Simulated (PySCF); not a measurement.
**Removal energies of Pb⁷²⁺ from EOM-IP-GCCSD**

Reference: closed-shell Pb⁷²⁺, [Ne]; one electron is removed. Calculated with PySCF 2.14, two-component X2C-1e with screened spin-orbit coupling, an even-tempered Gaussian basis (16 s from 15 bohr⁻², ratio 2.6; 14 p from 19 bohr⁻², ratio 2.6; 6 d from 20 bohr⁻², ratio 2.8; 3 f from 410 bohr⁻², ratio 2.8); frozen 1s2; the 50 highest virtual spinors dropped; of the others 52 kept and the rest restored at second order. No Breit or QED terms. Binding energies in eV.

| level | Koopmans |
| --- | --- |
| 2s1/2 | 22448.3 |
| 2p1/2 | 21887.3 |
| 2p3/2 | 19620.4 |

**Question.** How does correlation move these levels?

**Answer.** 2s1/2: second order 22444.7, EOM-CCSD 22444.7; 2p1/2: second order 21884.1, EOM-CCSD 21884.2; 2p3/2: second order 19618.6, EOM-CCSD 19618.7.

For comparison, the ionisation energy of Pb⁷²⁺ is 19590 ± 70 eV (theoretical estimate listed by NIST; NIST Atomic Spectra Database, ionization energies).
